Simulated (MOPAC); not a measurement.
MOPAC input (PM7):

```
PM7 FORCE THERMO(298,298) PRECISE LET GEO-OK AUX(PRECISION=9) THREADS=1
Cl2Ge

Ge   -0.00811675 1    0.00422028 1    0.74216671 1
Cl    1.10250601 1    1.29562466 1   -0.69041623 1
Cl   -1.08730418 1   -1.30352883 1   -0.69958528 1
```

Output:

```
 *******************************************************************************
 **                                                                           **
 **                              MOPAC v23.2.5                                **
 **                                                                           **
 *******************************************************************************
 ** MOPAC's Digital Object Identifier: https://doi.org/10.5281/zenodo.6511958 **
 **                                                                           **
 ** Please cite the open-source release paper for use of this MOPAC version:  **
 ** J. E. Moussa and J. J. P. Stewart (2026)                                  **
 ** MOPAC: An open-source semiempirical molecular orbital program             **
 ** J. Open Source Softw., 11(119), 8025, https://doi.org/10.21105/joss.08025 **
 *******************************************************************************

                              PM7 CALCULATION RESULTS

 *******************************************************************************
 *  PM7        - The PM7 Hamiltonian to be used
 *  GEO-OK     - OVERRIDE INTERATOMIC DISTANCE AND OTHER SAFETY CHECKS
 *  LET        - OVERRIDE SOME SAFETY CHECKS
 *  PRECISE    - TIGHTER CRITERIA TO BE USED
 *  FORCE      - FORCE CALCULATION SPECIFIED
 *  AUX        - OUTPUT AUXILIARY INFORMATION
 *  THERMO     - THERMODYNAMIC QUANTITIES TO BE CALCULATED
 *******************************************************************************
PM7 FORCE THERMO(298,298) PRECISE LET GEO-OK AUX(PRECISION=9) THREADS=1
 Cl2Ge

   ATOM   CHEMICAL          X               Y               Z
  NUMBER   SYMBOL      (ANGSTROMS)     (ANGSTROMS)     (ANGSTROMS)

     1      Ge         -0.00811675  *   0.00422028  *   0.74216671  *
     2      Cl          1.10250601  *   1.29562466  *  -0.69041623  *
     3      Cl         -1.08730418  *  -1.30352883  *  -0.69958528  *

          CARTESIAN COORDINATES

    NO.       ATOM           X           Y           Z

     1        Ge         -0.0081      0.0042      0.7422
     2        Cl          1.1025      1.2956     -0.6904
     3        Cl         -1.0873     -1.3035     -0.6996

 General Reference for PM7:
 "Optimization of Parameters for Semiempirical Methods VI: More Modifications to the
 NDDO Approximations and Re-optimization of Parameters", J. J. P. Stewart, J. Mol. Mod., 1:32, 19 (2013)
 https://link.springer.com/article/10.1007/s00894-012-1667-x

           Empirical Formula: Ge Cl2  =     3 atoms

      MOLECULAR POINT GROUP   :   C2v

      RHF CALCULATION, NO. OF DOUBLY OCCUPIED LEVELS = 9

          HEAT OF FORMATION =     -48.264302 KCALS/MOLE

          CARTESIAN COORDINATE DERIVATIVES

   NUMBER  ATOM         X            Y            Z

     1      Ge      0.014605     0.017332     0.000000
     2      Cl     -0.017766     0.000177    -0.000000
     3      Cl      0.003160    -0.017510    -0.000000

 DIPOLE           X         Y         Z       TOTAL
 POINT-CHG.    -4.077    -4.820     0.000     6.313
 HYBRID         0.730     0.864     0.000     1.131
 SUM           -3.346    -3.957     0.000     5.182

          GRADIENT NORM =   0.03385

          MOLECULAR WEIGHT =  143.50

          ROTATIONAL CONSTANTS IN CM(-1)

          A =    0.22750753   B =    0.08232955   C =    0.06045304

           PRINCIPAL MOMENTS OF INERTIA IN UNITS OF 10**(-40)*GRAM-CM**2

          A =      123.0410   B =      340.0086   C =      463.0496

          ORIENTATION OF MOLECULE IN FORCE CALCULATION

    NO.       ATOM         X         Y         Z

     1         Ge      -0.4586   -0.5423    0.0000
     2         Cl       1.7670   -0.5423    0.0000
     3         Cl      -0.8280    1.6525   -0.0000

    FIRST DERIVATIVES WILL BE USED IN THE CALCULATION OF SECOND DERIVATIVES

    FOR POINT-GROUP C2v  THERE ARE   4 UNIQUE SYMMETRY FUNCTIONS.


(To convert to Hartree/Bohr^2, multiply by (10^(-21) x N x a0^2)/(4.184 x 627.51) =  0.0642)

           FORCE MATRIX IN MILLIDYNES/ANGSTROM

                 Ge  1      Cl  2      Cl  3
 ------------------------------------------
    Ge    1   3.064117
    Cl    2   2.071838   2.093009
    Cl    3   2.071840   0.121080   2.093009

          HEAT OF FORMATION =     -48.264302 KCALS/MOLE

          ZERO POINT ENERGY       1.258 KCAL/MOL

           NORMAL COORDINATE ANALYSIS (Total motion = 1 Angstrom)

   Root No.       1         2         3

                 1 A1      2 A1      1 B2

                 108.1     383.3     388.5

           1   -0.1264   -0.1575   -0.2074
           2   -0.1495   -0.1863    0.1754
           3    0.0000    0.0000   -0.0000
           4   -0.1368    0.3780    0.3642
           5    0.3781    0.0074    0.0000
           6   -0.0000   -0.0000    0.0000
           7    0.3956   -0.0554    0.0604
           8   -0.0721    0.3739   -0.3591
           9    0.0000   -0.0000    0.0000

           MASS-WEIGHTED COORDINATE ANALYSIS (NORMAL COORDINATES)

   Root No.       1         2         3

                 1 A1      2 A1      1 B2

                 108.1     383.3     388.5

           1   -0.2853   -0.3531   -0.4599
           2   -0.3374   -0.4174    0.3890
           3    0.0000    0.0000   -0.0000
           4   -0.2157    0.5920    0.5644
           5    0.5965    0.0116    0.0000
           6   -0.0000   -0.0000    0.0000
           7    0.6240   -0.0868    0.0937
           8   -0.1138    0.5857   -0.5566
           9    0.0000   -0.0000    0.0000

          DESCRIPTION OF VIBRATIONS

 VIBRATION          1    1A1         ATOM PAIR     ENERGY CONTRIBUTION    RADIAL
 FREQUENCY           108.14         Ge1 -- Cl2         +50.0% ( 85.6%)      0.6%
 TRANSITION DIPOLE   1.0523         Ge1 -- Cl3         +50.0% ( 85.6%)      0.6%
 TRAVEL (Ang.)       0.2092
 REDUCED MASS       14.2474
 EFFECTIVE MASS     46.4960
 FORCE CONSTANT      0.0982

 VIBRATION          2    2A1         ATOM PAIR     ENERGY CONTRIBUTION    RADIAL
 FREQUENCY           383.33         Ge1 -- Cl2         +50.0% ( 73.3%)     82.9%
 TRANSITION DIPOLE   4.4441         Ge1 -- Cl3         +50.0% ( 73.3%)     82.9%
 TRAVEL (Ang.)       0.1076
 REDUCED MASS       15.1985
 EFFECTIVE MASS     45.2041
 FORCE CONSTANT      1.3158

 VIBRATION          3    1B2         ATOM PAIR     ENERGY CONTRIBUTION    RADIAL
 FREQUENCY           388.45         Ge1 -- Cl3         +50.0% ( 75.8%)     87.4%
 TRANSITION DIPOLE   6.0437         Ge1 -- Cl2         +50.0% ( 75.8%)     87.4%
 TRAVEL (Ang.)       0.1018
 REDUCED MASS       16.7529
 EFFECTIVE MASS     47.4058
 FORCE CONSTANT      1.4894

      SYMMETRY NUMBER FOR POINT-GROUP C2v =  2

          SYSTEM IS A GROUND STATE

 Cl2Ge

          MOLECULE IS NOT LINEAR

          THERE ARE  3 GENUINE VIBRATIONS IN THIS SYSTEM
          THIS THERMODYNAMICS CALCULATION IS LIMITED TO
          MOLECULES WHICH HAVE NO INTERNAL ROTATIONS

                    CALCULATED THERMODYNAMIC PROPERTIES
                                          *
   TEMP. (K)   PARTITION FUNCTION   H.O.F.    ENTHALPY  HEAT CAPACITY ENTROPY
                                   KCAL/MOL   CAL/MOLE    CAL/K/MOL  CAL/K/MOL

 298.00  VIB.     0.3445D+01                   856.3386     4.9424     5.3316
         ROT.     0.7850D+05                   888.2803     2.9808    25.3784
         INT.     0.2704D+06                  1744.6189     7.9232    30.7100
         TRA.     0.1662D+28                  1480.4672     4.9680    40.7923
         TOT.                      -48.264    3225.0860    12.8913    71.5022

   *: NOTE: HEATS OF FORMATION ARE RELATIVE TO THE
            ELEMENTS IN THEIR STANDARD STATE AT 298K
              (=  Standard Enthalpy of Formation).

            Hvib:  Zero-point energy is not included.
                   frequencies of less than zero cm-1 are not included.
            Hrot = (3/2)RT
            Htra = (3/2)RT + pV = (5/2)RT

            Heat capacity is Cp, not Cv

          For more information, see: HTTP://OpenMOPAC.net/Manual/thermochemistry.html

           FORCE CONSTANT IN CARTESIAN COORDINATES (Millidynes/A)

    ATOM   CHEMICAL       X               Y               Z
   NUMBER   SYMBOL  FORCE CONSTANT  FORCE CONSTANT  FORCE CONSTANT

      1      Ge        2.189183        2.128513        0.000478
      2      Cl        2.091065        0.087535        0.000122
      3      Cl        0.146083        2.032517        0.000122

 **********************
 *                    *
 * JOB ENDED NORMALLY *
 *                    *
 **********************

 == MOPAC DONE ==
```
